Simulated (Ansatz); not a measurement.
Basis-set extrapolation for CH$_{2}$BClS (`ClB1CS1`) (PBE0-D4/def2-TZVP geometry, frozen core, Ansatz). Multiplicity 1, RHF reference.

```
                      def2-TZVPP   def2-QZVPP
                 HF  -920.827341  -920.853514
    MP2 correlation    -0.621749    -0.672798
CCSD(T) correlation    -0.692560      not run
```

Energies in hartree. Use E(X) = E(∞) + A·exp(−7.88·√X) for Hartree–Fock and E(X) = E(∞) + B·X^(−2.97) for correlation, with X = 3 and 4, and add CCSD(T) minus MP2 of the smaller set to the MP2 limit.

Q: What is the CCSD(T) energy at the basis-set limit?

A: HF limit: -920.853514 + (-0.026173) × 0.13774 = -920.85712. MP2 limit: -0.672798 + (-0.051049) × 0.74074 = -0.71061. Higher-order term: -0.692560 − (-0.621749) = -0.07081. Total: -921.63854 hartree, 311.5 kJ/mol below CCSD(T)/def2-TZVPP.
